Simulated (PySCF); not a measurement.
This script is equivalent to a calculation on B⁺ (boron, charge +1).

```python
from pyscf import gto, scf, dft, mp, cc
import basis_set_exchange as bse
mol = gto.M(atom="B 0 0 0", charge=1, spin=0, symmetry="D2h",
            basis=gto.basis.parse(bse.get_basis("dyall-acv3z", elements=["B"], fmt="nwchem")))
mf = dft.UKS(mol, xc="WB97X_V")
mf.irrep_nelec = {'Ag': (2, 2)}
mf.kernel()
```

(1) What total energy does it give?

(2) Which occupied shell lies highest, and where?

Results:

(1) -24.343 hartree (calculated).

(2) 2s, at -23.331 eV.
